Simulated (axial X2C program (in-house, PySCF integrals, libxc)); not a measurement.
**SnTe: from the spin-free to the two-component result**

Computed with an in-house relativistic program for diatomic molecules. Spin-free means the one-electron spin-free X2C Hamiltonian; two-component (2c) means X2C with spin–orbit coupling and atomic mean-field two-electron Coulomb and Gaunt terms, so the difference of the two also holds small scalar two-electron terms. Basis: Te dyall-cv3z [11s12p8d4f1g], Sn dyall-cv3z [11s12p9d4f1g] (cores contracted in-house); Gaussian nuclei, density fitting, unrestricted open shells. Masses: Te 129.906 u, Sn 119.902 u.

Spin-free state: M_S = 0, Λ = 0 (closed shell); fragments Te + Sn.

```csv
level,Re (Å),ωe (cm⁻¹),De (eV),μ (D)
PBE0,2.521,267.2,4.015,2.48
TPSS,2.543,254.5,4.255,2.32
```

Dipoles are positive if Sn is the positive end.

Two-component determinant lowest at the distance of the search:

Ω = 0 (closed shell); fragments Te + Sn.

```csv
level,Re (Å),ωe (cm⁻¹),μ (D)
PBE0,2.525,264.1,2.42
TPSS,2.547,252.1,2.27
```

Task: From the two tables, how do the constants change at the PBE0 level (2c against spin-free)?

Result: At the PBE0 level Re goes up by 0.004 Å and ωe falls by 3.1 cm⁻¹.

Occupations by symmetry block were frozen at the best pattern of an incomplete PBE0 search. Closed shells are restricted here (equal orbitals for both partners); the stretched side of such a curve lies too high. De is counted from the lowest determinant-based energies of the atoms at the same level, without counterpoise correction. De is not given where an atomic determinant may have missed its ground term or J level, or where the truncated virtual space spoils (T). The functionals have no current-density term, which raises determinants with orbital currents, atoms included.
